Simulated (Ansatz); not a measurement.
Cu₁₂Pd⁺. Charge 1, multiplicity 2. Geometry PBE-D4/def2-SVP, basis def2-TZVP, Ansatz.

```xyz
13

Pd   -1.7463    1.0706    0.4503
Cu   -1.1917    0.1031   -1.8579
Cu    2.4254   -1.9383   -2.1486
Cu   -2.1369   -0.7639    2.1445
Cu    0.0236   -2.0432   -2.0394
Cu    0.1780   -0.1237    1.6545
Cu    0.3129    2.2983    1.4638
Cu    1.3133   -1.4812   -0.0295
Cu    1.9337    0.8404    0.2807
Cu   -1.3711    1.4024    2.9305
Cu    0.1491    1.9783   -0.9520
Cu   -1.1175   -1.4186    0.0248
Cu    1.2275    0.0758   -1.9217
```

```csv
run,HOMO (eV),LUMO (eV)
A,-7.91,-7.57
B,-8.24,-7.17
C,-7.94,-7.75
D,-8.26,-6.89
```

In the def2 sets Pd takes a core potential; there is no spin–orbit coupling. B3LYP takes the VWN-RPA correlation. Single mean-field runs in def2-TZVP are fitted with def2-universal-jkfit. Another isomer (doublet) lies 0.58 eV lower at PBE0-D4/def2-TZVP; other spin states weren't run for this one.

HOMO and LUMO are taken over both spins.

Task: The runs used B3LYP, PBE, PBE0, r2SCAN. Estimate which is which.

Result: A r2SCAN (0 % exact exchange); B B3LYP (20 % exact exchange); C PBE (0 % exact exchange); D PBE0 (25 % exact exchange). Exact exchange lowers occupied and raises empty levels; among semilocal functionals meta-GGAs tend to open the gap a little, and such runs are hard to tell apart. The gap grows from 0.20 eV (PBE) to 1.36 eV (PBE0).
